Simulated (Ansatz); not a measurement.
Total energies of tetraphenylgermane (C₂₄H₂₀Ge) from Ansatz at PBE-D4/def2-TZVP, gas phase (1 Eh = 27.2114 eV = 2625.5 kJ/mol). The reference geometry is relaxed at PBE-D4/def2-SVP.

```
                 state   geometry  energy (Eh)
      charge 0 singlet  reference  -3002.47704
      charge 1 doublet  reference  -3002.19001
     charge -1 doublet  reference  -3002.48101
 free C atom (triplet)          –    -37.79597
free Ge atom (triplet)          –  -2076.60177
 free H atom (doublet)          –     -0.49962
```

Single mean-field runs in def2-TZVP are fitted with def2-universal-jkfit.

Problem. Work out the vertical ionisation energy to the doublet.

Solution. E(charge 1 doublet) − E(charge 0 singlet) = -3002.19001 − (-3002.47704) = 0.28703 Eh = 7.81 eV. For comparison, −ε of the highest occupied level is 6.11 eV at this level, 1.70 eV less.

Problem. Work out the vertical electron affinity, to the doublet.

Solution. E(charge 0 singlet) − E(charge -1 doublet) = -3002.47704 − (-3002.48101) = 0.00397 Eh = 0.11 eV. The basis lacks diffuse functions, which makes affinities too small.

Problem. Give the fundamental gap IE − EA, the Mulliken electronegativity (IE + EA)/2 and the hardness (IE − EA)/2.

Solution. From the values in Eh: IE − EA = 0.28703 − 0.00397 = 0.28306 Eh = 7.70 eV; (IE + EA)/2 = 3.96 eV; (IE − EA)/2 = 3.85 eV. The HOMO–LUMO gap of the same run is 4.48 eV, 3.22 eV smaller than the fundamental gap.

Problem. What is the binding energy per atom against free atoms?

Solution. Atoms: 24 × (-37.79597) + 1 × (-2076.60177) + 20 × (-0.49962) = -2993.69745 Eh. Binding: -2993.69745 − (-3002.47704) = 8.77959 Eh = 238.90 eV, or 5.31 eV for each of 45 atoms (no zero-point energy, no counterpoise term).

At PBE-D4/def2-TZVP the gap within one spin of the charge 1 doublet nearly closes, so an electron or hole may be smeared out by delocalisation error. At PBE-D4/def2-TZVP the highest occupied level of the charge -1 doublet lies above zero (up to 1.51 eV). Energy differences disagree on whether the electron is bound (positive means bound): 0.11 eV (vertical, to the charge 0 singlet, at PBE-D4/def2-TZVP), but -0.14 eV at r2SCANh-D4/def2-TZVP.
